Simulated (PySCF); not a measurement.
## AlF to AlF₃: adding ligands

Level: PBE0 in the def2-TZVP basis family, all electrons, no relativity, computed in PySCF with density fitting; open shells unrestricted.

Each entry is the lowest minimum that a search over a few typed start shapes (and spin states, where more than one is plausible) found, or that minimum re-optimised at the stated level; isomers with ligand–ligand bonds, or fragments after loss of a ligand pair, can lie lower.

```csv
molecule,2S+1,point group,mean bond to Al (Å),dipole (D),distinct angles (°),polar-tensor charge of Al,gap (eV)
AlF,1,C∞v,1.664,1.39,,0.49,5.83
AlF₂,2,C2v,1.647,1.80,120,1.09,–
AlF₃,1,D3h,1.629,0.00,120,1.90,10.23
```

The bond shortens at every step; the largest change, -0.018 Å, falls between AlF₂ and AlF₃ among the members listed.

The shape changes along the series: C∞v for AlF; C2v for AlF₂; D3h for AlF₃.

Left out of the table are members whose search was unfinished or whose lowest solution was spin-contaminated, unstable, very soft or bonded differently.
